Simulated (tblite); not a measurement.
Species: C4H13BrGaN.
Numbering: `[CH3:1][C:2]([CH3:3])([CH3:4])[Ga@@H-:5]([NH3+:6])[Br:7]` (hydrogens: H8, H9, H10 on C1; H11, H12, H13 on C3; H14, H15, H16 on C4; H17 on Ga5; H18, H19, H20 on N6)

Computed with GFN2-xTB (tblite), gas phase: L-BFGS steps from a force-field or distance-geometry start until the largest atomic force falls under 0.01 eV/Å.

Step 30: E = -638.3276 eV
```
atom  x, y, z in Å  |  force x, y, z in eV/Å
C1     -0.5619    0.1394    1.6250   -0.019  -0.003  -0.011
C2     -0.7115    0.0194    0.1075    0.024   0.023  -0.033
C3     -1.9952    0.7387   -0.3251   -0.021  -0.012   0.012
C4     -0.8189   -1.4563   -0.2788   -0.020  -0.001   0.001
Ga5     0.8585    0.9499   -0.8709    0.009   0.067   0.088
N6      2.7094   -0.1436   -0.1586   -0.007  -0.018   0.003
Br7     1.2156    0.5835   -3.1119    0.010  -0.022   0.016
H8      0.2867   -0.4478    1.9834    0.017   0.034  -0.007
H9     -1.4591   -0.2328    2.1222   -0.020   0.001   0.035
H10    -0.4175    1.1803    1.9218    0.025  -0.004  -0.025
H11    -2.8664    0.3124    0.1763   -0.036  -0.006   0.007
H12    -1.9435    1.8029   -0.0733    0.013  -0.017  -0.033
H13    -2.1433    0.6412   -1.4056    0.009   0.037   0.018
H14     0.0437   -2.0205    0.0858    0.000   0.003  -0.033
H15    -0.8783   -1.5687   -1.3643    0.031  -0.008  -0.003
H16    -1.7172   -1.8999    0.1527   -0.021  -0.037   0.010
H17     1.3732    2.3835   -0.4467   -0.011  -0.035  -0.013
H18     2.6342   -1.1395   -0.3646    0.033  -0.008  -0.013
H19     3.5488    0.2044   -0.6239   -0.034   0.000  -0.001
H20     2.8376   -0.0361    0.8457    0.017   0.006  -0.018
```

Step 31: E = -638.3285 eV
```
atom  x, y, z in Å  |  force x, y, z in eV/Å
C1     -0.5621    0.1417    1.6234   -0.021  -0.005   0.010
C2     -0.7120    0.0220    0.1055   -0.024  -0.014   0.005
C3     -1.9988    0.7380   -0.3240   -0.034  -0.006   0.009
C4     -0.8185   -1.4543   -0.2802   -0.027  -0.020  -0.002
Ga5     0.8574    0.9489   -0.8689    0.033   0.084   0.089
N6      2.7097   -0.1450   -0.1592    0.009  -0.029   0.012
Br7     1.2253    0.5781   -3.1061    0.008  -0.022  -0.003
H8      0.2859   -0.4457    1.9834    0.017   0.035  -0.018
H9     -1.4593   -0.2295    2.1223   -0.015   0.002   0.021
H10    -0.4172    1.1824    1.9212    0.025  -0.003  -0.032
H11    -2.8698    0.3115    0.1781   -0.020  -0.020   0.015
H12    -1.9506    1.8019   -0.0715    0.023  -0.005  -0.037
H13    -2.1502    0.6401   -1.4036    0.016   0.040   0.006
H14     0.0436   -2.0196    0.0844   -0.002   0.016  -0.032
H15    -0.8777   -1.5681   -1.3656    0.035   0.000  -0.007
H16    -1.7174   -1.8992    0.1496   -0.012  -0.026   0.014
H17     1.3758    2.3807   -0.4421   -0.013  -0.037  -0.015
H18     2.6417   -1.1416   -0.3652    0.024  -0.006  -0.022
H19     3.5444    0.2085   -0.6292   -0.038   0.001   0.002
H20     2.8450   -0.0399    0.8445    0.013   0.016  -0.017
```

Step 32: E = -638.3296 eV
```
atom  x, y, z in Å  |  force x, y, z in eV/Å
C1     -0.5628    0.1442    1.6217   -0.019  -0.005   0.029
C2     -0.7132    0.0246    0.1034   -0.074  -0.052   0.048
C3     -2.0035    0.7370   -0.3224   -0.038   0.001   0.004
C4     -0.8186   -1.4523   -0.2819   -0.028  -0.035  -0.006
Ga5     0.8569    0.9491   -0.8650    0.046   0.072   0.066
N6      2.7099   -0.1472   -0.1597    0.022  -0.034   0.018
Br7     1.2363    0.5712   -3.0994    0.005  -0.018  -0.006
H8      0.2853   -0.4426    1.9830    0.015   0.030  -0.029
H9     -1.4598   -0.2257    2.1229   -0.004   0.004   0.005
H10    -0.4162    1.1847    1.9199    0.020   0.001  -0.037
H11    -2.8742    0.3100    0.1804    0.000  -0.030   0.019
H12    -1.9582    1.8007   -0.0702    0.030   0.009  -0.033
H13    -2.1577    0.6397   -1.4013    0.020   0.036  -0.009
H14     0.0435   -2.0184    0.0821   -0.004   0.026  -0.024
H15    -0.8764   -1.5673   -1.3673    0.031   0.008  -0.010
H16    -1.7179   -1.8990    0.1464    0.000  -0.012   0.014
H17     1.3783    2.3769   -0.4367   -0.007  -0.020  -0.011
H18     2.6508   -1.1442   -0.3664    0.013  -0.007  -0.030
H19     3.5385    0.2134   -0.6354   -0.036   0.004   0.001
H20     2.8538   -0.0440    0.8429    0.009   0.024  -0.009
```

**Question.** Estimate the geometry and energy of step 33. (The exact step hangs on the optimiser's Hessian estimate; all steps are aligned on step 32, rigid shifts and turns removed.)

**Answer.** E = -638.3308 eV, largest force 0.146 eV/Å
```
atom  x, y, z in Å  |  force x, y, z in eV/Å
C1     -0.5638    0.1469    1.6204   -0.015  -0.004   0.038
C2     -0.7156    0.0266    0.1018   -0.102  -0.074   0.073
C3     -2.0091    0.7359   -0.3208   -0.031   0.007  -0.003
C4     -0.8192   -1.4508   -0.2840   -0.024  -0.038  -0.008
Ga5     0.8576    0.9506   -0.8592    0.035   0.026   0.025
N6      2.7100   -0.1504   -0.1599    0.029  -0.032   0.019
Br7     1.2476    0.5628   -3.0921   -0.001  -0.009   0.007
H8      0.2853   -0.4383    1.9821    0.010   0.019  -0.036
H9     -1.4603   -0.2214    2.1240    0.005   0.005  -0.003
H10    -0.4147    1.1874    1.9175    0.010   0.006  -0.040
H11    -2.8793    0.3084    0.1829    0.017  -0.035   0.020
H12    -1.9653    1.7994   -0.0694    0.031   0.023  -0.022
H13    -2.1650    0.6401   -1.3990    0.019   0.026  -0.024
H14     0.0435   -2.0167    0.0789   -0.002   0.031  -0.011
H15    -0.8741   -1.5665   -1.3694    0.020   0.016  -0.012
H16    -1.7184   -1.8996    0.1430    0.009  -0.004   0.010
H17     1.3806    2.3729   -0.4305    0.007   0.012  -0.002
H18     2.6610   -1.1476   -0.3681    0.000  -0.010  -0.034
H19     3.5307    0.2191   -0.6422   -0.026   0.009  -0.005
H20     2.8634   -0.0481    0.8411    0.007   0.026   0.006
```

The energy changes by -0.0012 eV. The first-order estimate −F·Δx gives -0.0016 eV and the mean of the old and new forces, exact on a quadratic surface, -0.0012 eV. The step makes an angle of 76° with the force vector and moves no atom by more than 0.016 Å.

What follows is the cost of the whole relaxation. On one thread, Arm Neoverse V1 (aarch64), shared host with 32 logical CPUs at a one-minute load of 28, this took 0.45 s.
